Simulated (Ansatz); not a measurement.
The cluster Ag₃⁺. Total charge 1; singlet. Geometry B3LYP-D4/def2-TZVP.

Cartesian coordinates in Å:
```
Ag 1.569 -0.066 -0.138
Ag -0.678 1.230 0.717
Ag -0.892 -1.164 -0.579
```

In the def2 sets Ag takes a core potential; there is no spin–orbit coupling. The structure comes from a short search, and lower isomers may exist.

Q: Estimate the orbital energies around the gap (eV) in Ansatz with r2SCAN-D4/def2-TZVP, PBE0-D4/def2-TZVP, BHLYP-D4/def2-TZVP, ωB97X-V/def2-TZVP, ωB97M-V/def2-TZVP.

A: 
```json
{"orbital": "HOMO−5", "r2SCAN-D4/def2-TZVP": "-12.53", "PBE0-D4/def2-TZVP": "-14.04", "BHLYP-D4/def2-TZVP": "-15.73", "ωB97X-V/def2-TZVP": "-16.40", "ωB97M-V/def2-TZVP": "-16.45"}
{"orbital": "HOMO−4", "r2SCAN-D4/def2-TZVP": "-12.53", "PBE0-D4/def2-TZVP": "-14.04", "BHLYP-D4/def2-TZVP": "-15.73", "ωB97X-V/def2-TZVP": "-16.40", "ωB97M-V/def2-TZVP": "-16.45"}
{"orbital": "HOMO−3", "r2SCAN-D4/def2-TZVP": "-12.52", "PBE0-D4/def2-TZVP": "-14.01", "BHLYP-D4/def2-TZVP": "-15.67", "ωB97X-V/def2-TZVP": "-16.37", "ωB97M-V/def2-TZVP": "-16.43"}
{"orbital": "HOMO−2", "r2SCAN-D4/def2-TZVP": "-12.52", "PBE0-D4/def2-TZVP": "-14.01", "BHLYP-D4/def2-TZVP": "-15.67", "ωB97X-V/def2-TZVP": "-16.37", "ωB97M-V/def2-TZVP": "-16.43"}
{"orbital": "HOMO−1", "r2SCAN-D4/def2-TZVP": "-12.17", "PBE0-D4/def2-TZVP": "-13.60", "BHLYP-D4/def2-TZVP": "-15.21", "ωB97X-V/def2-TZVP": "-15.88", "ωB97M-V/def2-TZVP": "-15.94"}
{"orbital": "HOMO", "r2SCAN-D4/def2-TZVP": "-11.05", "PBE0-D4/def2-TZVP": "-11.60", "BHLYP-D4/def2-TZVP": "-12.01", "ωB97X-V/def2-TZVP": "-13.28", "ωB97M-V/def2-TZVP": "-13.27"}
{"orbital": "LUMO", "r2SCAN-D4/def2-TZVP": "-7.85", "PBE0-D4/def2-TZVP": "-7.16", "BHLYP-D4/def2-TZVP": "-6.35", "ωB97X-V/def2-TZVP": "-5.19", "ωB97M-V/def2-TZVP": "-5.37"}
{"orbital": "LUMO+1", "r2SCAN-D4/def2-TZVP": "-7.85", "PBE0-D4/def2-TZVP": "-7.16", "BHLYP-D4/def2-TZVP": "-6.35", "ωB97X-V/def2-TZVP": "-5.19", "ωB97M-V/def2-TZVP": "-5.37"}
{"orbital": "LUMO+2", "r2SCAN-D4/def2-TZVP": "-5.62", "PBE0-D4/def2-TZVP": "-5.17", "BHLYP-D4/def2-TZVP": "-4.58", "ωB97X-V/def2-TZVP": "-3.51", "ωB97M-V/def2-TZVP": "-3.82"}
{"orbital": "LUMO+3", "r2SCAN-D4/def2-TZVP": "-4.79", "PBE0-D4/def2-TZVP": "-4.38", "BHLYP-D4/def2-TZVP": "-3.76", "ωB97X-V/def2-TZVP": "-2.67", "ωB97M-V/def2-TZVP": "-3.12"}
{"orbital": "LUMO+4", "r2SCAN-D4/def2-TZVP": "-4.50", "PBE0-D4/def2-TZVP": "-4.02", "BHLYP-D4/def2-TZVP": "-3.37", "ωB97X-V/def2-TZVP": "-2.23", "ωB97M-V/def2-TZVP": "-2.64"}
{"orbital": "LUMO+5", "r2SCAN-D4/def2-TZVP": "-4.50", "PBE0-D4/def2-TZVP": "-4.02", "BHLYP-D4/def2-TZVP": "-3.37", "ωB97X-V/def2-TZVP": "-2.23", "ωB97M-V/def2-TZVP": "-2.64"}
```
